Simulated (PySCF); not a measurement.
Isomers of C9H10O, mass 134.073 u with the commonest isotopes. Computed with PySCF, PBE0-D3(BJ)/def2-SVP geometry optimisation, gas phase. One conformer each, none proved a minimum here; rigid rotors.

Question: Order these by rotational constant B, largest first.
A. `[CH2:1]=[CH:2][c:3]1[cH:4][cH:5][cH:6][cH:7][c:8]1[O:9][CH3:10]` with C1–C2–C3–C4 16°, C7–C8–O9–C10 2° (2-vinylanisole)
B. `[CH2:1]=[CH:2][CH2:3][O:4][c:5]1[cH:6][cH:7][cH:8][cH:9][cH:10]1` with C1–C2–C3–O4 128°, C2–C3–O4–C5 79°, C3–O4–C5–C6 2°
C. `[CH2:1]=[CH:2][c:3]1[cH:4][c:5]([CH3:6])[cH:7][cH:8][c:9]1[OH:10]` with C1–C2–C3–C4 -32°, C8–C9–O10–H 169°

Answer: A (1376 MHz), C (1152 MHz), B (725.0 MHz).

Question: Order these by out-of-plane moment Σ m c² = (Ia + Ib − Ic)/2, smallest first.
A. `[CH2:1]=[CH:2][c:3]1[cH:4][c:5]([CH3:6])[cH:7][cH:8][c:9]1[OH:10]` with C1–C2–C3–C4 -32°, C8–C9–O10–H 169°
B. `[CH2:1]=[CH:2][CH2:3][O:4][c:5]1[cH:6][cH:7][cH:8][cH:9][cH:10]1` with C1–C2–C3–O4 128°, C2–C3–O4–C5 79°, C3–O4–C5–C6 2°
C. `[CH2:1]=[CH:2][c:3]1[cH:4][cH:5][cH:6][cH:7][c:8]1[O:9][CH3:10]` with C1–C2–C3–C4 16°, C7–C8–O9–C10 2°

Answer: C (2.39 u·Å²), A (4.52 u·Å²), B (31.52 u·Å²).

Question: Order these by rotational constant A, smallest first.
A. `[CH2:1]=[CH:2][c:3]1[cH:4][c:5]([CH3:6])[cH:7][cH:8][c:9]1[OH:10]` with C1–C2–C3–C4 -32°, C8–C9–O10–H 169°
B. `[CH2:1]=[CH:2][c:3]1[cH:4][cH:5][cH:6][cH:7][c:8]1[O:9][CH3:10]` with C1–C2–C3–C4 16°, C7–C8–O9–C10 2° (2-vinylanisole)
C. `[CH2:1]=[CH:2][CH2:3][O:4][c:5]1[cH:6][cH:7][cH:8][cH:9][cH:10]1` with C1–C2–C3–O4 128°, C2–C3–O4–C5 79°, C3–O4–C5–C6 2°

Answer: B (1632 MHz), A (1917 MHz), C (3534 MHz).

| SMILES | point group | Ia (u·Å²) | Ib (u·Å²) | Ic (u·Å²) | κ | μa (D) | μb (D) | μc (D) |
| --- | --- | --- | --- | --- | --- | --- | --- | --- |
| C=Cc1ccccc1OC | C1 | 309.60 | 367.18 | 671.99 | 0.42 | 1.71 | 0.01 | 0.00 |
| C=Cc1cc(C)ccc1O | C1 | 263.66 | 438.53 | 693.13 | -0.29 | 0.41 | 1.14 | 0.09 |
| C=CCOc1ccccc1 | C1 | 143.02 | 697.04 | 777.01 | -0.95 | 0.92 | 0.88 | 0.31 |
